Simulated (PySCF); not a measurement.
Species: C3H3BCl2.
SMILES: `C#CCB(Cl)Cl`

Torsions of this conformer, `[CH:1]#[C:2][CH2:3][B:4]([Cl:5])[Cl:6]`: C2–C3–B4–Cl5 -82°.

The closed-shell ground state was solved at several levels (PySCF, density fitting, gas phase, non-relativistic). One conformer (not necessarily the lowest) at the PBE0-D3(BJ)/def2-SVP geometry, without solvent, vibrations or thermal averaging.

```csv
level,basis functions,HOMO (eV),LUMO (eV),gap (eV),dipole (D)
PBE0/pcSseg-1,131,-7.91,-1.61,6.30,1.09
wB97X-D/pcSseg-2,272,-9.74,0.25,9.99,1.08
```

Problem. Estimate the row for CAM-B3LYP/def2-SVPD, a basis of 158 functions; the other rows only guide the guess.

Solution. HOMO -9.26 eV, LUMO -0.50 eV, gap 8.76 eV, dipole 1.07 D.

Problem. Over all these levels, which gives the widest orbital gap and which the narrowest?

Solution. wB97X-D/pcSseg-2 (range-separated hybrid) has the widest, 9.99 eV, and PBE0/pcSseg-1 (global hybrid, 25 % exact exchange) the narrowest, 6.30 eV. Functional and basis both differ between the two, so the spread mixes both effects.

Problem. How far do the dipole and the HOMO energy spread over the levels?

Solution. The dipole runs from 1.07 to 1.09 D (mean 1.08 D) and the HOMO from -9.74 to -7.91 eV.
